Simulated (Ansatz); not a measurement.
Basis-set extrapolation for `O[SiH]1[NH][AlH]1` (PBE0-D4/def2-TZVP geometry, frozen core, the Gaussian-basis code of Ansatz). Multiplicity 1, RHF reference.

```json
{"": "HF", "def2-TZVPP": "-662.619779", "def2-QZVPP": "-662.642672"}
{"": "MP2 correlation", "def2-TZVPP": "-0.643005", "def2-QZVPP": "-0.692626"}
{"": "CCSD(T) correlation", "def2-TZVPP": "-0.696910", "def2-QZVPP": "not run"}
```

Energies in hartree. Use E(X) = E(∞) + A·exp(−7.88·√X) for Hartree–Fock and E(X) = E(∞) + B·X^(−2.97) for correlation, with X = 3 and 4, and add CCSD(T) minus MP2 of the smaller set to the MP2 limit.

Problem. What is the CCSD(T) energy at the basis-set limit?

Solution. HF limit: -662.642672 + (-0.022893) × 0.13774 = -662.64583. MP2 limit: -0.692626 + (-0.049621) × 0.74074 = -0.72938. Higher-order term: -0.696910 − (-0.643005) = -0.05390. Total: -663.42911 hartree, 295.2 kJ/mol below CCSD(T)/def2-TZVPP.
